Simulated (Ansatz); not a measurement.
Cost and result for the atomization energy of C$_{2}$H$_{4}$BNO (`BCOC#N`) (9 atoms, 8 bonds).

```xyz
9

B     0.447    1.533    0.281
C    -0.233    0.146    0.202
O     0.509   -0.799   -0.617
C    -0.018   -1.963   -0.712
N    -0.470   -3.021   -0.816
H    -0.103    2.365    0.937
H     1.470    1.767   -0.282
H    -0.353   -0.275    1.210
H    -1.250    0.246   -0.203
```

The species carries charge 0 and has multiplicity 1. The structure was optimised at the PBE0-D4/def2-TZVP level. It is one conformer, not always the lowest. Program: Ansatz. All runs use 2 threads of an Arm Neoverse V2 on a shared host. Times are those of one run each, without the atoms' runs, and a repeat can differ threefold. Electronic energies, without spin–orbit coupling; frozen cores. CCSD(T)/CBS adds CCSD(T) − MP2 in def2-TZVPP to the MP2 limit, and its time is that of the two runs behind it. T1 = 0.014. B3LYP takes the VWN-RPA correlation (the form of Gaussian; ORCA's B3LYP/G). HSE06 is the plane-wave form, built on full-range PBE exchange.

CCSD(T)/CBS is a level of theory with its own doubt, some kJ/mol a heavy atom from the limit and from the frozen cores, so smaller differences don't rank the functionals.

| level | functions | wall time | atomization (kcal/mol) | difference from CCSD(T)/CBS | per bond |
| --- | --- | --- | --- | --- | --- |
| LDA (SPW92)/def2-TZVPP | 211 | 1.1 s | 1011.7 | 150.6 | 18.8 |
| PBE0-D4/def2-TZVPP | 211 | 2.5 s | 872.2 | 11.1 | 1.4 |
| HSE06-D4/def2-TZVPP | 211 | 2.8 s | 873.1 | 12.0 | 1.5 |
| CCSD(T)/def2-SVP | 90 | 3.9 s | 819.5 | -41.6 | -5.2 |
| B3LYP-D4/def2-TZVPP (with forces) | 211 | 4.1 s | 870.4 | 9.3 | 1.2 |
| r2SCANh-D4/def2-TZVPP | 211 | 4.5 s | 859.9 | -1.2 | -0.1 |
| r2SCAN-D4/def2-TZVPP (with forces) | 211 | 4.7 s | 868.9 | 7.8 | 1.0 |
| B2PLYP/def2-TZVPP | 211 | 5.5 s | 862.1 | 1.0 | 0.1 |
| PBE-QIDH/def2-TZVPP | 211 | 5.5 s | 860.2 | -0.9 | -0.1 |
| ωB97M-V/def2-TZVPP (with forces) | 211 | 11 s | 870.6 | 9.5 | 1.2 |
| MP2/def2-QZVPP | 405 | 20 s | 877.8 | 16.7 | 2.1 |
| CCSD(T)/def2-TZVPP | 211 | 93 s | 837.5 | -23.6 | -2.9 |
| CCSD(T)/CBS(def2) | – | 110 s | 861.1 | 0.0 | 0.0 |

At CCSD(T), def2-SVP lies −41.6 kcal/mol from the extrapolated value and def2-TZVPP −23.5 kcal/mol: correlation converges slowly with the basis, and small sets miss more of it in the bonded molecule than in its fragments. In def2-TZVPP, CCSD(T) changes the Hartree–Fock value by +236.9 kcal/mol (the triples alone add +17.3 kcal/mol) and MP2 by +263.3 kcal/mol; breaking electron pairs costs correlation energy, which Hartree–Fock lacks. From r2SCAN to r2SCAN0 (25 % exact exchange), in def2-TZVPP and without D4, the atomization energy moves by −21.9 kcal/mol: exact exchange takes away binding that semilocal exchange gives to molecules.
